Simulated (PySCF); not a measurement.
Which is lower?

The two ends of one reaction step of SiHCl2F, closed shell (PBE0-D4/def2-TZVP).

A:

Si1  (0.749, 0.293, 0.964)
F2  (0.544, -0.113, -1.481)
H3  (-0.109, -0.763, -1.347)
Cl4  (-0.573, 1.896, 0.852)
Cl5  (-0.632, -1.329, 0.973)
(Å)

B:

```
5
angstrom
Si 1.0269 0.4036 0.8771
F 1.2505 0.4675 -0.7217
H -0.7712 -1.1787 -1.2120
Cl -0.4053 1.9096 1.0970
Cl -1.0705 -1.6425 -0.0543
```

PySCF 2.14 with density fitting (its default auxiliary sets; JK sets also for MP2 and CCSD(T)); basis: def2-TZVPP; cores frozen in the correlated methods. B3LYP uses VWN-RPA correlation.

Q: Which structure is lower at CCSD(T), and by how much? (An estimate is asked for; the value comes from the calculation.)

A: The calculation gives: B, by 41.3 kJ/mol (electronic energy, against the other). By their contacts, A is a complex of SiCl₂ + HF and B is a complex of SiClF + HCl.

All methods give the same order:

```tsv
method	E(B) − E(A) (kJ/mol)
SPW92	-24.9
PBE-D4	-27.6
BLYP-D4	-37.7
r2SCAN-D4	-34.8
PBE0-D4	-29.7
B3LYP-D4	-39.1
BHLYP-D4	-42.1
CAM-B3LYP-D4	-44.2
wB97M-V	-36.9
HF	-52.0
MP2	-36.3
CCSD	-44.3
CCSD(T)	-41.3
```

T1 diagnostic: at most 0.012.

For scale, one of the runs: CCSD(T)/def2-TZVPP, 171 basis functions, launched by `OMP_NUM_THREADS=4 python run.py`. Time: 3.3 min of wall clock on 4 CPU threads of an Arm Neoverse V1; the host was shared. Peak host memory: 1.6 GiB.
